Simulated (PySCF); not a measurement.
Compound: C₅H₄Cl₂O₂.
Bonds: C1–C2 (triple), C2–C3, C3–O4 (double), C3–O5, O5–C6, C6–C7, C7–Cl8, C7–Cl9. Hydrogens: H10 on C1; H11, H12 on C6; H13 on C7.

The closed-shell SCF was solved with PySCF and density fitting under several settings on one GFN2-xTB geometry (grid level 2 and gas phase unless stated).

```csv
settings,basis functions,SCF cycles,E (Eh),HOMO (eV),LUMO (eV),dipole (D)
PBE0/pcSseg-1,187,15,-1262.9466,-8.66,-1.80,2.29
PBE0/def2-SVPD,232,15,-1262.5123,-8.70,-1.88,2.31
HCTH407/6-31G*,142,17,-1263.7221,-6.95,-2.51,2.27
"B3LYP/pcseg-1, start guess atom, fitting basis def2-universal-jkfit",154,11,-1263.6441,-8.39,-2.00,2.28
```

Q: Estimate the row for these settings: BP86/STO-3G.

A: 
| settings | basis functions | SCF cycles | E (Eh) | HOMO (eV) | LUMO (eV) | dipole (D) |
| --- | --- | --- | --- | --- | --- | --- |
| BP86/STO-3G | 57 | 16 | -1249.2512 | -3.82 | 0.37 | 1.86 |

Q: Over all rows, what range does the HOMO–LUMO gap span?

A: From 4.19 eV (BP86/STO-3G) to 6.86 eV (PBE0/pcSseg-1). The functional of the narrowest has no exact exchange, that of the widest 25 % exact exchange.

Q: Compare two rows with the functional PBE0: PBE0/pcSseg-1 and PBE0/def2-SVPD. Which energy is lower, and by how much?

A: PBE0/pcSseg-1 (187 functions) lies 0.4343 Eh or 273 kcal/mol below PBE0/def2-SVPD (232 functions). The smaller set gives the lower energy; the two sets aren't nested, so the variational bound doesn't order them by size.

Whole jobs, the steps after the SCF included, on Arm Neoverse N1, one thread, shared host:

```
                                                           settings                                                 work after the SCF  wall time  peak memory
                                                      PBE0/pcSseg-1                            shieldings, charges and field gradients       47 s     0.82 GiB
                                                     PBE0/def2-SVPD  6 singlets by full TDDFT, 2 Tamm–Dancoff triplets, polarisability       76 s     0.89 GiB
                                                     HCTH407/6-31G*        25 singlets by TDA, 5 Tamm–Dancoff triplets, polarisability       50 s     0.52 GiB
B3LYP/pcseg-1, start guess atom, fitting basis def2-universal-jkfit                            shieldings, charges and field gradients       34 s     0.69 GiB
                                                        BP86/STO-3G                            shieldings, charges and field gradients       17 s     0.50 GiB
```

Cycle counts include a coarse-grid stage where the run had one. All basis functions are spherical, in the Pople sets too.

Shape of the structure used: `[CH:1]#[C:2][C:3](=[O:4])[O:5][CH2:6][CH:7]([Cl:8])[Cl:9]`: C2–C3–O5–C6 -179°, C3–O5–C6–C7 -72°, O5–C6–C7–Cl8 -57°.

One conformer stands for the species.
